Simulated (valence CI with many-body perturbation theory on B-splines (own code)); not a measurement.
E1 transitions of Au LXV

Computed by relativistic CI+MBPT: five valence electrons over a frozen Dirac-Fock core [Ne], radial functions for each j: 11 s, 11 p, 10 d, 8 f, 5 g, 2 h, with the one-electron correlation potential Σ1 (screened to all orders), the two-electron term Σ2, the three-electron term Σ3, Breit, model QED; selected single and double excitations, second order for the rest, scaled by the run's own slope (own B-spline code, finite nucleus).

No measured spectrum was set against this ion. As an estimate, large intervals hold to a few tenths of a per cent, small ones and those within an open d or f shell to about a per cent. Among the levels kept, up to 3200 cm⁻¹ of a level comes from second order outside the variational space, and about a tenth of that is noise between levels of different J, which matters for small intervals.

Lines 151 to 200 of 575 in falling wavelength, among levels below 13725 × 10³ cm⁻¹, chosen from the strongest by gf and those to the six lowest levels. Wavelengths and rates use the calculated energies. Electric multipoles are in the length gauge, E1 and E2 with the static RPA response of the core. Weak lines are less certain than strong ones. Lines between different terms over intervals too small for the method are left out, as are lines whose strength nearly cancels. The highest levels of a list are the least certain.

Levels are named by their leading jj configuration (3d3/2^4 stands for four electrons in 3d with j = 3/2), which in mixed levels can hold well under half, so a name can repeat and another be missing. Letters in brackets count levels of one name in rising energy.

```
λ vac (Å)                               Upper                               Lower   A (s⁻¹)  S (a.u.) with core polarisation  S without
    32.72  (3s 3p1/2^2 3d3/2 3d5/2) J=3/2 [b]  (3s 3p1/2^2 3p3/2 3d3/2) J=3/2 [b]  1.89e+11                         1.31e-02   1.32e-02
    32.64  (3s^2 3p1/2 3d3/2 3d5/2) J=3/2 [b]  (3s^2 3p1/2 3p3/2 3d3/2) J=3/2 [b]  8.74e+10                         6.00e-03   6.07e-03
    32.64      (3s^2 3p1/2 3d3/2 3d5/2) J=9/2      (3s^2 3p1/2 3p3/2 3d3/2) J=7/2  3.89e+11                         6.68e-02   6.75e-02
    32.62  (3s 3p1/2^2 3d3/2 3d5/2) J=7/2 [a]  (3s 3p1/2^2 3p3/2 3d3/2) J=5/2 [a]  2.70e+11                         3.70e-02   3.75e-02
    32.60  (3s 3p1/2 3p3/2^2 3d5/2) J=1/2 [c]            (3s 3p1/2 3p3/2^3) J=1/2  3.27e+11                         1.12e-02   1.13e-02
    32.58          (3s^2 3p3/2 3d5/2^2) J=5/2          (3s^2 3p3/2^2 3d5/2) J=7/2  1.71e+11                         1.75e-02   1.77e-02
    32.53          (3s 3p1/2^2 3d5/2^2) J=5/2  (3s 3p1/2^2 3p3/2 3d5/2) J=3/2 [a]  6.91e+10                         7.04e-03   7.12e-03
    32.52          (3s^2 3p1/2 3d5/2^2) J=7/2  (3s^2 3p1/2 3p3/2 3d5/2) J=5/2 [a]  4.47e+10                         6.07e-03   6.14e-03
    32.52  (3s^2 3p1/2 3d3/2 3d5/2) J=3/2 [b]  (3s^2 3p1/2 3p3/2 3d3/2) J=1/2 [b]  2.79e+11                         1.89e-02   1.91e-02
    32.50  (3s 3p1/2 3p3/2^2 3d5/2) J=3/2 [a]        (3s 3p1/2 3p3/2^3) J=3/2 [a]  2.84e+11                         1.92e-02   1.94e-02
    32.46      (3s^2 3p1/2 3p3/2 3d5/2) J=1/2          (3s^2 3p1/2 3p3/2^2) J=1/2  5.41e+11                         1.82e-02   1.85e-02
    32.42  (3s^2 3p1/2 3d3/2 3d5/2) J=5/2 [a]  (3s^2 3p1/2 3p3/2 3d3/2) J=5/2 [a]  1.89e+11                         1.91e-02   1.93e-02
    32.41  (3s 3p1/2^2 3p3/2 3d5/2) J=7/2 [a]          (3s 3p1/2^2 3p3/2^2) J=5/2  3.89e+11                         5.23e-02   5.29e-02
    32.40  (3s 3p1/2^2 3d3/2 3d5/2) J=5/2 [a]  (3s 3p1/2^2 3p3/2 3d3/2) J=3/2 [a]  2.83e+11                         2.85e-02   2.88e-02
    32.36  (3s^2 3p1/2 3p3/2 3d5/2) J=5/2 [b]          (3s^2 3p1/2 3p3/2^2) J=5/2  1.62e+11                         1.62e-02   1.64e-02
    32.35  (3s 3p1/2 3p3/2^2 3d5/2) J=3/2 [d]        (3s 3p1/2 3p3/2^3) J=3/2 [b]  4.35e+11                         2.91e-02   2.94e-02
    32.31          (3s 3p1/2^2 3d5/2^2) J=1/2  (3s 3p1/2^2 3p3/2 3d5/2) J=3/2 [b]  4.71e+11                         1.57e-02   1.59e-02
    32.30  (3s 3p1/2^2 3p3/2 3d5/2) J=3/2 [b]          (3s 3p1/2^2 3p3/2^2) J=1/2  2.93e+11                         1.95e-02   1.97e-02
    32.24  (3s 3p1/2^2 3p3/2 3d5/2) J=5/2 [b]          (3s 3p1/2^2 3p3/2^2) J=3/2  5.78e+11                         5.74e-02   5.80e-02
    32.21  (3s^2 3p1/2 3d3/2 3d5/2) J=3/2 [a]  (3s^2 3p1/2 3p3/2 3d3/2) J=3/2 [a]  2.74e+11                         1.81e-02   1.83e-02
    32.20  (3s 3p1/2 3p3/2^2 3d5/2) J=5/2 [b]        (3s 3p1/2 3p3/2^3) J=3/2 [a]  2.55e+11                         2.52e-02   2.55e-02
    32.17  (3s^2 3p1/2 3p3/2 3d5/2) J=7/2 [b]          (3s^2 3p1/2 3p3/2^2) J=5/2  6.57e+11                         8.63e-02   8.73e-02
    32.16          (3s 3p1/2^2 3d5/2^2) J=5/2  (3s 3p1/2^2 3p3/2 3d5/2) J=7/2 [a]  8.38e+10                         8.25e-03   8.35e-03
    32.16  (3s^2 3p1/2 3d3/2 3d5/2) J=3/2 [a]  (3s^2 3p1/2 3p3/2 3d3/2) J=1/2 [a]  1.67e+11                         1.10e-02   1.11e-02
    32.15          (3s^2 3p1/2 3d5/2^2) J=1/2      (3s^2 3p1/2 3p3/2 3d5/2) J=1/2  2.49e+11                         8.17e-03   8.26e-03
    32.11  (3s 3p1/2 3p3/2^2 3d5/2) J=5/2 [d]            (3s 3p1/2 3p3/2^3) J=5/2  3.12e+11                         3.06e-02   3.10e-02
    32.07  (3s^2 3p1/2 3d3/2 3d5/2) J=7/2 [b]  (3s^2 3p1/2 3p3/2 3d3/2) J=5/2 [b]  4.53e+11                         5.90e-02   5.97e-02
    32.04  (3s^2 3p3/2 3d3/2 3d5/2) J=5/2 [d]      (3s^2 3p3/2^2 3d3/2) J=3/2 [b]  4.81e+11                         4.69e-02   4.74e-02
    32.00  (3s 3p1/2^2 3d3/2 3d5/2) J=3/2 [a]  (3s 3p1/2^2 3p3/2 3d3/2) J=1/2 [a]  2.60e+11                         1.68e-02   1.70e-02
    32.00          (3s^2 3p1/2 3d5/2^2) J=9/2      (3s^2 3p1/2 3p3/2 3d5/2) J=9/2  1.93e+11                         3.12e-02   3.15e-02
    31.93      (3s 3p1/2^2 3d3/2 3d5/2) J=9/2      (3s 3p1/2^2 3p3/2 3d3/2) J=7/2  3.69e+11                         5.92e-02   5.99e-02
    31.93  (3s^2 3p3/2 3d3/2 3d5/2) J=1/2 [b]      (3s^2 3p3/2^2 3d3/2) J=3/2 [b]  5.81e+11                         1.87e-02   1.89e-02
    31.93      (3s^2 3p1/2 3d3/2 3d5/2) J=1/2  (3s^2 3p1/2 3p3/2 3d3/2) J=1/2 [a]  4.20e+11                         1.35e-02   1.37e-02
    31.82          (3s^2 3p1/2 3d5/2^2) J=1/2  (3s^2 3p1/2 3p3/2 3d5/2) J=3/2 [b]  7.25e+11                         2.31e-02   2.33e-02
    31.78  (3s 3p1/2^2 3d3/2 3d5/2) J=3/2 [a]  (3s 3p1/2^2 3p3/2 3d3/2) J=3/2 [a]  9.07e+10                         5.75e-03   5.81e-03
    31.76          (3s^2 3p3/2^2 3d5/2) J=3/2                (3s^2 3p3/2^3) J=3/2  7.98e+11                         5.05e-02   5.11e-02
    31.76  (3s 3p1/2 3p3/2^2 3d5/2) J=5/2 [f]        (3s 3p1/2 3p3/2^3) J=3/2 [b]  7.60e+11                         7.21e-02   7.29e-02
    31.76  (3s^2 3p3/2 3d3/2 3d5/2) J=7/2 [c]          (3s^2 3p3/2^2 3d3/2) J=5/2  7.69e+11                         9.73e-02   9.84e-02
    31.73          (3s 3p1/2^2 3d5/2^2) J=1/2      (3s 3p1/2^2 3p3/2 3d5/2) J=1/2  2.29e+11                         7.22e-03   7.30e-03
    31.69  (3s 3p1/2 3p3/2^2 3d5/2) J=3/2 [e]        (3s 3p1/2 3p3/2^3) J=3/2 [b]  2.27e+11                         1.43e-02   1.45e-02
    31.66  (3s^2 3p3/2 3d3/2 3d5/2) J=5/2 [c]      (3s^2 3p3/2^2 3d3/2) J=3/2 [a]  4.95e+11                         4.65e-02   4.71e-02
    31.66      (3s^2 3p3/2 3d3/2^2) J=3/2 [b]        (3s 3p1/2 3p3/2^3) J=3/2 [a]  1.41e+11                         8.80e-03   8.91e-03
    31.61          (3s^2 3p1/2 3d5/2^2) J=3/2  (3s^2 3p1/2 3p3/2 3d5/2) J=5/2 [a]  1.46e+11                         9.10e-03   9.21e-03
    31.58  (3s 3p1/2 3p3/2^2 3d5/2) J=7/2 [e]            (3s 3p1/2 3p3/2^3) J=5/2  6.74e+11                         8.38e-02   8.48e-02
    31.53          (3s 3p1/2^2 3d5/2^2) J=5/2  (3s 3p1/2^2 3p3/2 3d5/2) J=5/2 [a]  4.46e+11                         4.14e-02   4.19e-02
    31.52          (3s^2 3p1/2 3d5/2^2) J=5/2  (3s^2 3p1/2 3p3/2 3d5/2) J=5/2 [a]  4.82e+11                         4.47e-02   4.52e-02
    31.48  (3s 3p1/2 3p3/2^2 3d5/2) J=3/2 [e]            (3s 3p1/2 3p3/2^3) J=1/2  8.20e+11                         5.05e-02   5.11e-02
    31.45          (3s 3p1/2^2 3d5/2^2) J=3/2  (3s 3p1/2^2 3p3/2 3d5/2) J=3/2 [a]  2.61e+11                         1.60e-02   1.62e-02
    31.40  (3s^2 3p1/2 3p3/2 3d5/2) J=3/2 [b]          (3s^2 3p1/2 3p3/2^2) J=5/2  8.05e+10                         4.92e-03   4.98e-03
    31.36  (3s 3p1/2 3p3/2^2 3d5/2) J=3/2 [b]        (3s 3p1/2 3p3/2^3) J=3/2 [a]  2.52e+11                         1.54e-02   1.55e-02
```
